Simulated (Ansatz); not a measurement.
The cluster B₄. Charge 0, multiplicity 3. Geometry PBE-D4/def2-TZVP; atoms count from 1.

```xyz
4

B    -0.802    0.587   -0.544
B     0.802   -0.588    0.543
B     0.799    0.545   -0.590
B    -0.799   -0.544    0.590
```

At PBE0-D4/def2-TZVP a singlet of charge 0 lies 1.09 eV below the triplet, each at its own geometry. The structure comes from a short search, and lower isomers may exist.

Estimate the Mulliken populations from the PBE0/def2-TZVP orbitals of Ansatz.


```tsv
atom	charge (e)	spin (α − β)
B1	0.00	0.50
B2	0.00	0.50
B3	0.00	0.50
B4	0.00	0.50
```
Mulliken values and Mayer orders depend strongly on the basis.

Where does the spin sit?

Summed by element: B 2.00, of 2 unpaired in all. Largest on single atoms: B3 0.50, B4 0.50, B1 0.50.

And the Mayer bond orders between bonded heavy atoms (over 0.3)?

B1–B3 1.28 (1.60 Å); B1–B4 1.28 (1.60 Å); B2–B3 1.28 (1.60 Å); B2–B4 1.28 (1.60 Å). Values over 0.3 also appear between atoms too far apart for a bond (B1–B2 0.60 at 2.27 Å; B3–B4 0.60 at 2.27 Å); they arise where an orbital or an unpaired electron spreads over both atoms.
